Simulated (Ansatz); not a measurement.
```yaml
crystal:
  periodic: [false, false, false]
  atoms:
    - {symbol: C, position_ang: [1.090683, -1.685039, 0.956856]}
    - {symbol: C, position_ang: [2.131438, -1.329271, -0.042992]}
    - {symbol: C, position_ang: [1.352077, -0.664951, -1.061086]}
    - {symbol: C, position_ang: [0.481934, 0.326371, -0.328912]}
    - {symbol: C, position_ang: [-0.212285, 1.311420, -1.459651]}
    - {symbol: N, position_ang: [-1.569656, 1.911780, -1.466727]}
    - {symbol: C, position_ang: [-2.297402, 1.632672, -0.424928]}
    - {symbol: C, position_ang: [-1.570044, 0.891313, 0.776958]}
    - {symbol: C, position_ang: [-0.277227, -0.046940, 0.409074]}
    - {symbol: C, position_ang: [0.193683, -0.946803, 1.309891]}
    - {symbol: H, position_ang: [1.682420, -2.857648, 1.323589]}
    - {symbol: H, position_ang: [2.809304, -1.876730, -0.491487]}
    - {symbol: H, position_ang: [2.105611, -0.008623, -1.820657]}
    - {symbol: H, position_ang: [0.293161, 1.845789, -2.276282]}
    - {symbol: H, position_ang: [-3.009551, 2.157440, -0.176575]}
    - {symbol: H, position_ang: [-2.226507, 0.283087, 1.390025]}
    - {symbol: H, position_ang: [-0.541066, -1.432601, 2.380067]}
basis:
  gaussian: {orbitals: def2-TZVPP}
total_charge: 1
magnetization: {spin_polarized: true, initial_magnetization: 1}
hamiltonian: {xc: {name: PBE0-DH}}
relax: {f_tol: 0.0001, max_steps: 2}
```

```sh
$ ansatz run in.yaml --threads 2 --pin off --events-out ev --progress --plain --max-ram 20480MiB --backend cuda --devices 0, --max-vram 18GiB
```

Output, abridged:

```
Functional definition: PBE0-DH
2779 factors; integrals over basis functions are off by at most 3.1e-4 eV
mean field evaluation 1: about -10881.6368 eV, gradient 5.9e1 eV
mean field evaluation 2: about -10882.4081 eV, gradient 5.8e1 eV
mean field evaluation 4: about -10896.6020 eV, gradient 1.8e1 eV
mean field evaluation 8: about -10898.3619 eV, gradient 8.4e-1 eV
mean field evaluation 16: about -10898.4086 eV, gradient 5.3e-2 eV
mean field evaluation 32: about -10898.4098 eV, gradient 3.1e-3 eV
mean field -10898.40975639 eV, -400.5091713399 hartree, gradient 7.1e-6 eV, S^2 0.801023; 5 other end points of the search recorded, 0 dependent functions left out
10 core orbitals not correlated: weight in the atoms' cores, before any rotation towards them, 1.000 or more for the frozen orbitals, at most 0.000 for the correlated occupied ones
reference -10898.40978044 eV, -400.5091722236 hartree; 24, 23 occupied and 374, 375 virtual orbitals, 2779 factors
second order -53.69558531 eV of doubles, -0.00000000 eV of singles
relax step   1: F+E_penalty+E_count = -10905.12170456 eV  Δ(F+E_penalty+E_count) = +0.000e0 eV  max|allowed force component| = 2.501e1 eV/Å  Δτ_max = 0.0000 Å  (212 SCF iters, accepted)
2780 factors; integrals over basis functions are off by at most 7.2e-4 eV
mean field evaluation 96: about -10910.0022 eV, gradient 8.0e-4 eV
mean field -10910.00217148 eV, -400.9351847368 hartree, gradient 9.7e-6 eV, S^2 0.799210; 0 other end points of the search recorded, 0 dependent functions left out
10 core orbitals not correlated: weight in the atoms' cores, before any rotation towards them, 1.000 or more for the frozen orbitals, at most 0.000 for the correlated occupied ones
reference -10910.00219493 eV, -400.9351855985 hartree; 24, 23 occupied and 374, 375 virtual orbitals, 2780 factors
second order -52.69893432 eV of doubles, -0.00000000 eV of singles
relax step   2: F+E_penalty+E_count = -10916.58953827 eV  Δ(F+E_penalty+E_count) = -1.147e1 eV  max|allowed force component| = 7.631e0 eV/Å  Δτ_max = 0.1946 Å  (73 SCF iters, accepted)
Error: geometry relaxation did not converge after 2 steps: max|allowed force component| = 7.63e0 eV/Å (threshold 1.0e-4). Raise `relax.max_steps` over both its present limit and 2, loosen `relax.f_tol`, or start from a geometry closer to equilibrium. Where this run's directory can be resumed (`checkpoint.write`), a resume goes on for up to `relax.max_steps` more
```

Q: Something in this input is off. What?

A: The relaxation is allowed too few steps for its threshold. The run did not converge.
